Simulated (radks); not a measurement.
Question: These are the eigenvalues of the occupied orbitals of an atom or ion with whole-number occupations (eV). All-electron calculation, scalar-relativistic Kohn-Sham, PBE, spin-polarised, spherical densities, point nucleus. Program: a radial shooting solver on a logarithmic mesh with Libxc functionals.

orbital  eigenvalue
1s up     -11941.09
1s down   -11940.29
2s up     -1706.442
2s down   -1702.542
2p up     -1523.713
2p down   -1520.353
3s up     -391.0828
3s down   -383.5686
3p up     -333.3935
3p down   -325.9257
3d up     -239.0342
3d down   -231.5024

Which element is it, and in what charge state? The configuration may be excited. Open shells, if any, are filled with parallel spins first.

Answer: Z = 33, arsenic, charge +9: As9+ in [Ne] 3s2 3p5 3d7. The list shows which subshells hold electrons but not how many an open one holds; the 1s level, -438.83 hartree, gives Z - s = 29.6 by -(Z - s)^2/2, which with screening and relativity narrows Z to a few neighbours, and the depths of the outer levels then fix element, charge and occupations together.
